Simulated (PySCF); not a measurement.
C₇H₅F₂ (doublet state).
Structure used (GFN2-xTB), in Å, numbered top down from 1:
```
atom  x, y, z in Å
C1     1.809    1.328   -1.651
C2     1.185    0.501   -1.051
C3     0.434   -0.510   -0.345
F4     0.381   -1.670   -1.096
C5     0.842   -0.759    1.137
C6    -0.512   -0.249    1.508
C7    -0.921   -0.063    0.196
C8    -2.034    0.339   -0.475
F9    -3.150    0.694    0.178
H10    2.356    2.059   -2.168
H11    1.696   -0.177    1.487
H12    1.018   -1.814    1.349
H13   -0.982   -0.081    2.456
H14   -2.123    0.401   -1.547
```

The hyperfine couplings belong to this conformer and change with its torsions.

The species is `C#C[C@@]1(F)CC=C1[CH]F` [radical].

Method: UKS B3LYP, pcH-1 on C F H, non-relativistic, mean-field spin-orbit, GIAO in PySCF 2.14.0. Geometry: GFN2-xTB, one conformer, isolated molecule. A GFN2-xTB geometry isn't a minimum of the functional, and hyperfine couplings can be far from their values at a DFT geometry. No stability test was run, so a lower SCF solution isn't excluded. ⟨S²⟩ is 0.777 where a pure state has 0.75.

Task: Give the principal g shifts and their parts.

Result: 
| Δg (ppm) | 1 | 2 | 3 |
| --- | --- | --- | --- |
| relativistic mass correction | -173 | -173 | -173 |
| gauge correction | -1 | 37 | 28 |
| orbital Zeeman/spin–orbit | -9 | 1450 | 2202 |
| total | -183 | 1314 | 2058 |

So g = 2.00214, 2.00363, 2.00438 and g_iso = 2.00338; the tensor is rhombic: the two nearest values differ by 33 % of g3 − g1. Axes: g2 points within 6° of the C8–F9 bond.

Task: At 9.441 GHz, how far is the centre of the isotropic spectrum from where a free electron (g = 2.002319) resonates?

Result: B = hν/(g μB) with μB/h = 13.99624 MHz/mT gives 336.88 mT for the free electron and 336.70 mT at g_iso, 0.18 mT lower.

Task: What are the electron Larmor frequencies g μB B/h along the three axes at 350 mT?

Result: 9.8078, 9.8152, 9.8188 GHz for g1, g2 and g3, a range of 11.0 MHz.

Task: Average each term over the three axes. Which is largest in size?

Result: The orbital-Zeeman/spin–orbit term 1214, the mass correction -173 and the gauge correction 21 ppm, for a total of 1063 ppm. The orbital-Zeeman/spin–orbit term is the largest in size. The mass correction is the same along every axis, so the anisotropy comes from the other two: their spans along these axes are 38 (gauge) and 2211 ppm (orbital Zeeman/spin–orbit).

Task: In a frozen sample, at which fields do the three g values resonate at 9.5, 34, 94 and 263 GHz (hyperfine left aside), and which band first spreads them over more than twice a line width of 0.3 mT?

Result: 
```csv
band,GHz,B(g3) mT,B(g2) mT,B(g1) mT,spread mT
X,9.5,338.64,338.76,339.01,0.38
Q,34.0,1211.96,1212.41,1213.32,1.36
W,94.0,3350.71,3351.95,3354.46,3.75
J,263.0,9374.86,9378.34,9385.35,10.49
```

The spread grows in proportion to the frequency. Q band is the first where it exceeds 0.6 mT.

Largest spin populations (Mulliken): C6 (+0.66), C8 (+0.59) and C7 (-0.24). The positive populations add up to 1.37 and the negative ones to -0.37, together 2S = 1. The angles at C6 add up to 360.0°, so it is planar; its axial dipolar tensor and the negative coupling of its proton fit spin in a p orbital normal to that plane.

The HOMO–LUMO gaps are 5.27 eV among the α and 5.23 eV among the β orbitals.
